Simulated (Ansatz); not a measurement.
Geometry optimisation, RKS PBE0-D4/def2-SVP in Ansatz.

Input:

```yaml
crystal:
  periodic: [false, false, false]
  atoms:
    - { symbol: F, position_ang: [0.5094, -1.9159, 0.318] }
    - { symbol: B, position_ang: [-0.4207, -0.7297, 0.2276] }
    - { symbol: Ga, position_ang: [0.3438, 1.1276, 0.2844] }
    - { symbol: Br, position_ang: [-1.7465, -0.6278, -1.1963] }
    - { symbol: H, position_ang: [1.2433, 0.9438, -0.7773] }
    - { symbol: H, position_ang: [0.1128, 1.1381, 1.0973] }
basis:
  gaussian: { orbitals: def2-SVP }
hamiltonian:
  xc: pbe0
  dispersion: d4
relax:
  f_tol: 0.015
  max_steps: 40
output:
  orbitals: {}
```

Launched with:

```bash
$ ansatz run input.yaml --threads 2 --pin off --max-ram 3072MiB --backend cpu --events-out ev --progress --plain --runs-dir out
```

Q: Where does it end, and by what steps?

A: It converged. After 10 steps the energy has fallen by 15.490 eV; H6 moved furthest, 0.71 Å. The start is strongly strained (largest force component 62 eV/Å).

| step | energy less start (eV) | largest force component (eV/Å) | accepted |
| --- | --- | --- | --- |
| 0 | 0.0000 | 61.792 | yes |
| 1 | -10.5608 | 16.016 | yes |
| 2 | -13.3575 | 6.056 | yes |
| 3 | -14.6263 | 1.700 | yes |
| 4 | -15.2741 | 0.930 | yes |
| 5 | -15.4534 | 0.314 | yes |
| 6 | -15.4680 | 0.443 | yes |
| 7 | -15.4725 | 0.476 | yes |
| 8 | -15.4878 | 0.173 | yes |
| 9 | -15.4894 | 0.034 | yes |
| 10 | -15.4897 | 0.014 | yes |

```xyz
6
Properties=species:S:1:pos:R:3
F 0.134 -2.184 0.307
B -0.305 -1.010 -0.094
Ga 0.534 0.880 0.227
Br -1.944 -1.006 -1.124
H 1.537 1.499 -0.813
H 0.086 1.758 1.451
```

Whether the end is a true minimum wasn't checked by a vibrational analysis.

The run took 42 s on 2 threads of Arm Neoverse V1, on a shared host, peak memory 0.25 GiB.
